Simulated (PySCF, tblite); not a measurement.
Isomers of C4H10PSSi (doublet state), one GFN2-xTB conformer each. Single-point energies are computed at B3LYP/pcH-1 (PySCF, gas phase, no added dispersion term), electronic only. GFN2-xTB treats the open shell by occupation alone, and not every SCF solution was tested for stability.

```csv
SMILES,GFN2-xTB relative energy (kcal/mol)
C=CS[Si@@H]([PH])CC,0.0
C=CS[Si](P)CC,3.1
[H]/[C]=C\S[Si@H](P)CC,32.9
```

Conformers: `[CH2:1]=[CH:2][S:3][Si@@H:4]([PH:5])[CH2:6][CH3:7]` (doublet state) with C1–C2–S3–Si4 -170°, C2–S3–Si4–P5 -55°, S3–Si4–P5–H -74°, S3–Si4–C6–C7 -176°; `[CH2:1]=[CH:2][S:3][Si:4]([PH2:5])[CH2:6][CH3:7]` (doublet state) with C1–C2–S3–Si4 -164°, C2–S3–Si4–P5 -36°, S3–Si4–P5–H 98° and -170°, S3–Si4–C6–C7 -54°; `[H]/[C:1]=[CH:2]\[S:3][Si@H:4]([PH2:5])[CH2:6][CH3:7]` (doublet state) with C1–C2–S3–Si4 -2°, C2–S3–Si4–P5 -37°, S3–Si4–P5–H -134° and -41°, S3–Si4–C6–C7 -54°.

Problem. What does B3LYP/pcH-1 give for the same structures?

Solution. 
```json
{"SMILES": "C=CS[Si@@H]([PH])CC", "B3LYP/pcH-1 E (Eh)": "-1187.50448", "B3LYP/pcH-1 (kcal/mol)": "0.0", "GFN2-xTB (kcal/mol)": "0.0", "point group": "C1"}
{"SMILES": "C=CS[Si](P)CC", "B3LYP/pcH-1 E (Eh)": "-1187.49494", "B3LYP/pcH-1 (kcal/mol)": "6.0", "GFN2-xTB (kcal/mol)": "3.1", "point group": "C1"}
{"SMILES": "[H]/[C]=C\\S[Si@H](P)CC", "B3LYP/pcH-1 E (Eh)": "-1187.44883", "B3LYP/pcH-1 (kcal/mol)": "34.9", "GFN2-xTB (kcal/mol)": "32.9", "point group": "C1"}
```

Both levels put the same isomer lowest; measured from each level's own lowest isomer, the values differ by up to 2.9 kcal/mol (C=CS[Si](P)CC: 3.1 against 6.0). 

Problem. What happens when harmonic zero-point energies from GFN2-xTB frequencies are added?

Solution. 
| SMILES | ZPE (kcal/mol) | electronic (kcal/mol) | with ZPE (kcal/mol) |
| --- | --- | --- | --- |
| C=CS[Si@@H]([PH])CC | 78.1 | 0.0 | 0.0 |
| C=CS[Si](P)CC | 79.1 | 6.0 | 7.0 |
| [H]/[C]=C\S[Si@H](P)CC | 75.6 | 34.9 | 32.5 |

The zero-point energies span 3.5 kcal/mol. The order is unchanged.
